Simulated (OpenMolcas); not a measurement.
**Ne⁵⁺: effect of the level shift or regulariser**

```yaml
Program: OpenMolcas 26.06
Basis: ANO-RCC [8s7p4d3f2g]
Scalar_Hamiltonian: DKH2, point nucleus
Active_space: 3 electrons in 9 orbitals (RAS2 2s 2p; RAS3 3d, at most 2 electrons)
State_averaging: 2S+1 = 4 odd, 1 root; 2S+1 = 2 odd, 11 roots (3 in the spin-orbit step); 2S+1 = 4 even, 3 roots; 2S+1 = 2 even, 9 roots
Spin-orbit_coupling: state interaction with AMFI integrals over the reference wave functions, term energies averaged over their components
```

Methods on the same reference wave functions:
A. RASSCF
B. SS-RASPT2, IPEA 0.25 Eh, imaginary shift 0.1 Eh (closed shells correlated: 1s)
C. SS-RASPT2, IPEA 0.25 Eh, sigma2 regulariser 0.3 Eh (closed shells correlated: 1s)

Energies in cm⁻¹ above 2s² 2p ²P°_1/2, the measured ground level; measured values from NIST levels in Podobedova, Fuhr, Reader and Wiese, J. Phys. Chem. Ref. Data 33, 525 (2004).

```json
{"Level": "2s² 2p ²P°_1/2", "A": "0.0", "B": "0.0", "C": "0.0", "Measured": "0.0"}
{"Level": "2s² 2p ²P°_3/2", "A": "1218", "B": "1218", "C": "1218", "Measured": "1310"}
{"Level": "2s 2p² ⁴P_1/2", "A": "98096", "B": "99944", "C": "99944", "Measured": ""}
{"Level": "2s 2p² ⁴P_3/2", "A": "98531", "B": "100379", "C": "100379", "Measured": ""}
{"Level": "2s 2p² ⁴P_5/2", "A": "99242", "B": "101090", "C": "101090", "Measured": ""}
{"Level": "2s 2p² ²D_3/2", "A": "181402", "B": "179265", "C": "179265", "Measured": "179021"}
{"Level": "2s 2p² ²D_5/2", "A": "181412", "B": "179275", "C": "179275", "Measured": "178992"}
{"Level": "2s 2p² ²S_1/2", "A": "236650", "B": "231177", "C": "231177", "Measured": "230853"}
{"Level": "2s 2p² ²P_1/2", "A": "253219", "B": "249697", "C": "249697", "Measured": "249292"}
{"Level": "2s 2p² ²P_3/2", "A": "254050", "B": "250531", "C": "250531", "Measured": "250112"}
```

Deviations, from unrounded energies. A percentage is the sum of absolute deviations over the sum of measured energies, with the sign that they share, or ± where signs differ.

```
                  Against measurement  Levels     A     B     C
       mean absolute deviation (cm-1)       6  3100   290   290
fine structure of the ground term (%)       1  -7.0  -7.0  -7.0
             other configurations (%)       5  +1.7  +0.2  +0.2
```

B, C lie about equally close to measurement and A furthest from it. The largest miss of C in the table is 2s 2p² ²P_3/2, by +420 cm-1. The ranking rests on the paired levels alone, and a cruder setting can come out closer through cancelling errors.

Between B and C no level of the table moves by more than 5 cm-1.

The two smallest mean deviations differ by little beside CASPT2's spread within terms, so their order carries little weight.

The lowest spin-free term lies below A's lowest term by 0.056 hartree in B, 0.056 hartree in C.

Active for correlation alone: 3d; no level in the range computed is led by a configuration that fills it, so any true level of that kind is missing. Measured partners are found by configuration, term and J. A level has none where our copy of the source lacks it or the pairing is in doubt (some pairs that miss far off the trend of their configuration count as doubtful), and it then counts in no deviation. Levels of configurations outside the active space are missing. The table leaves out levels that lie high or whose names do not pair safely across all columns.

° marks odd parity.
